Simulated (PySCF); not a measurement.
Atom-mapped SMILES (the numbers label the heavy atoms): `[CH3:1][B:2]([CH3:3])[CH2:4][CH2:5][Br:6]` (H(Xn): hydrogen on atom n).

Geometry: PBE0-D3(BJ)/def2-SVP; GIAO shifts from PySCF 2.14.0 with density-fitted response routines, gas phase, non-relativistic, averaged over equivalent atoms.

At PBE0/pcSseg-1 (176 basis functions, 23 s wall time on 1 thread of an Arm Neoverse V2, shared host):
```csv
atoms,δ (ppm)
C5,41.6
C4,41.3
C1/C3,14.1
B2,87.7
Br6,309.1
H(C5),3.43
H(C4),1.94
H(C1)/H(C3),0.87
```

δ = σ(ref) − σ, references computed at the same level: ¹³C (σ = 184.41 ppm), ¹H (σ = 31.27 ppm) against TMS; BF3·OEt2 for ¹¹B (σ = 100.73 ppm); ⁷⁹Br (σ = 2584.45 ppm) against HBr.

Predict the values at KT2/pcSseg-1 on the same geometry.

Answers


```csv
atoms,δ at KT2/pcSseg-1,change
C5,41.7,+0.1
C4,43.8,+2.5
C1/C3,13.7,-0.4
B2,82.7,-5.0
Br6,360.1,+51.0
H(C5),3.54,+0.11
H(C4),2.03,+0.09
H(C1)/H(C3),0.85,-0.02
```

Shifts are taken against calculated references (same method and geometry level): ¹³C (σ = 183.22 ppm) and ¹H (σ = 31.18 ppm) vs TMS; ¹¹B (σ = 99.90 ppm) against BF3·OEt2; ⁷⁹Br (σ = 2576.58 ppm) against HBr.

The largest change is at Br6 (bromine bonded to C). Cost: 176 basis functions, 26 s wall time on 1 thread of an Arm Neoverse V2, shared host. The order of the carbon signals changes between the two levels.

Spin–orbit coupling is missing: it shields a carbon bonded to bromine, so the measured shift of such a carbon is lower than the computed one. A carbon bonded to boron is broadened by the quadrupolar boron nucleus and is often missing from a measured spectrum.
